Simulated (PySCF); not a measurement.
# Magnetic susceptibility: `FC(F)(F)O[C+]1C=C1Br`, [C₄HBrF₃O]+, charge +1

Molfile (atoms numbered from 1):
```
C4HBrF3O
     RDKit          3D

 10 10  0  0  0  0  0  0  0  0999 V2000
   -1.6915    1.0125    0.9246 F   0  0  0  0  0  0  0  0  0  0  0  0
   -1.7406   -0.1642    0.3397 C   0  0  0  0  0  0  0  0  0  0  0  0
   -2.0018    0.0063   -0.9371 F   0  0  0  0  0  0  0  0  0  0  0  0
   -2.6183   -0.9314    0.9006 F   0  0  0  0  0  0  0  0  0  0  0  0
   -0.4704   -0.8065    0.4735 O   0  0  0  0  0  0  0  0  0  0  0  0
    0.5770   -0.2360    0.0302 C   0  0  0  0  0  0  0  0  0  0  0  0
    1.2418    0.8083   -0.5889 C   0  0  0  0  0  0  0  0  0  0  0  0
    1.9752   -0.2901   -0.1530 C   0  0  0  0  0  0  0  0  0  0  0  0
    3.5183   -1.1656    0.0511 Br  0  0  0  0  0  0  0  0  0  0  0  0
    1.2192    1.7714   -1.0632 H   0  0  0  0  0  0  0  0  0  0  0  0
  1  2  1  0
  2  3  1  0
  2  4  1  0
  2  5  1  0
  5  6  1  0
  6  7  1  0
  7  8  2  0
  8  9  1  0
  8  6  1  0
  7 10  1  0
M  CHG  1   6   1
M  END
```

Level of theory: GIAO HCTH407/STO-3G magnetisability, rotational g tensor and spin-rotation constants, non-relativistic, gas phase (PySCF 2.14.0). Geometry: GFN2-xTB.

The calculation is non-relativistic, which matters for the atoms heavier than Zn. For an ion the centre-of-mass motion in the field is neglected.

Task: How diamagnetic is it, and how anisotropic?

Result: Isotropic -1183 × 10⁻³⁰ J/T², or -71.2 × 10⁻⁶ cm³/mol; principal values -1444, -1090, -1014 × 10⁻³⁰ J/T², anisotropy 397 × 10⁻³⁰ J/T² (root of half the summed squared differences of the principal values). The susceptibility is in cgs units.

Task: Split it along the inertial axes a, b, c into diamagnetic and paramagnetic parts about the centre of mass, with the quadrupole moment.

Result: 
| axis | χ (10⁻⁶ cm³/mol) | diamagnetic (10⁻⁶ cm³/mol) | paramagnetic (10⁻⁶ cm³/mol) | summed x² of all electrons (Å²) | quadrupole Θ (D Å) |
| --- | --- | --- | --- | --- | --- |
| a | -64.4 | -369.2 | 304.8 | 578.0 | +17.49 |
| b | -62.3 | -2585.3 | 2523.0 | 55.6 | -5.03 |
| c | -86.9 | -2688.0 | 2601.1 | 31.4 | -12.46 |

Anisotropies 2χaa − χbb − χcc = +20.5 and 2χbb − χaa − χcc = +26.7 × 10⁻⁶ cm³/mol. Θ is traceless in Buckingham's convention.

Task: And the rotational g tensor?

Result: 
| axis | rotational constant (GHz) | g | nuclear part | electronic part |
| --- | --- | --- | --- | --- |
| a | 3.8576 | -0.0418 | 0.5107 | -0.5525 |
| b | 0.3949 | -0.0022 | 0.4659 | -0.4681 |
| c | 0.3818 | +0.0031 | 0.4696 | -0.4665 |

Asymmetric top; isotopes 79Br, 12C, 19F, 1H, 16O; no vibrational averaging.
